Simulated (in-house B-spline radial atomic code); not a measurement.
Orbital energies and mean radii along the 20-electron series, configuration [Ar] 3d2. The effective charge is n√(-2ε), a non-relativistic measure. Computed with a radial B-spline atomic code at the basis-set limit: Dirac-Hartree-Fock, average of the configuration, finite nuclei.

| ion | Z | energy of 3d5/2 (Eh) | mean radius of 3d5/2 (bohr) | energy of 2p3/2 (Eh) | mean radius of 2p3/2 (bohr) | energy of 2p1/2 (Eh) | mean radius of 2p1/2 (bohr) | effective charge of 3d5/2 |
| --- | --- | --- | --- | --- | --- | --- | --- | --- |
| Ti2+ | 22 | -0.98091 | 1.4106 | -18.343 | 0.28942 | -18.56 | 0.28683 | 4.2019 |
| V3+ | 23 | -1.6832 | 1.169 | -21.287 | 0.27379 | -21.553 | 0.27111 | 5.5043 |
| Cr4+ | 24 | -2.5151 | 1.0157 | -24.508 | 0.25974 | -24.832 | 0.25697 | 6.7285 |
| Mn5+ | 25 | -3.47 | 0.90528 | -27.995 | 0.24703 | -28.384 | 0.24419 | 7.9031 |
| Fe6+ | 26 | ? | ? | ? | ? | ? | ? | ? |
| Co7+ | 27 | -5.7359 | 0.75187 | -35.749 | 0.22497 | -36.301 | 0.22195 | 10.161 |
| Ni8+ | 28 | -7.0435 | 0.69529 | -40.012 | 0.21534 | -40.663 | 0.21223 | 11.26 |
| Cu9+ | 29 | -8.466 | 0.64746 | -44.53 | 0.20648 | -45.293 | 0.20328 | 12.345 |
| Zn10+ | 30 | ? | ? | ? | ? | ? | ? | ? |
| Ga11+ | 31 | -11.653 | 0.57052 | -54.33 | 0.19075 | -55.359 | 0.18737 | 14.483 |
| Ge12+ | 32 | -13.417 | 0.53898 | -59.611 | 0.18373 | -60.797 | 0.18027 | 15.54 |
| As13+ | 33 | -15.293 | 0.51095 | -65.145 | 0.17721 | -66.507 | 0.17365 | 16.592 |
| Se14+ | 34 | ? | ? | ? | ? | ? | ? | ? |
| Br15+ | 35 | -19.384 | 0.46322 | -76.973 | 0.16543 | -78.744 | 0.1617 | 18.679 |
| Kr16+ | 36 | -21.598 | 0.44269 | -83.267 | 0.16011 | -85.274 | 0.15628 | 19.717 |
| Rb17+ | 37 | -23.923 | 0.42398 | -89.814 | 0.1551 | -92.081 | 0.15118 | 20.751 |

Q: Fill in the row of Fe6+.

A: energy of 3d5/2 (Eh): -4.5442; mean radius of 3d5/2 (bohr): 0.82023; energy of 2p3/2 (Eh): -31.743; mean radius of 2p3/2 (bohr): 0.2355; energy of 2p1/2 (Eh): -32.208; mean radius of 2p1/2 (bohr): 0.23256; effective charge of 3d5/2: 9.0441.

Q: Fill in the row of Zn10+.

A: energy of 3d5/2 (Eh): -10.003; mean radius of 3d5/2 (bohr): 0.60634; energy of 2p3/2 (Eh): -49.303; mean radius of 2p3/2 (bohr): 0.19831; energy of 2p1/2 (Eh): -50.191; mean radius of 2p1/2 (bohr): 0.19502; effective charge of 3d5/2: 13.418.

Q: Fill in the row of Se14+.

A: energy of 3d5/2 (Eh): -17.282; mean radius of 3d5/2 (bohr): 0.48585; energy of 2p3/2 (Eh): -70.933; mean radius of 2p3/2 (bohr): 0.17112; energy of 2p1/2 (Eh): -72.488; mean radius of 2p1/2 (bohr): 0.16748; effective charge of 3d5/2: 17.638.

Q: How does the screening of 3d5/2 change?

A: Z less the effective charge goes from 17.80 at Z = 22 to 16.25 at Z = 37.
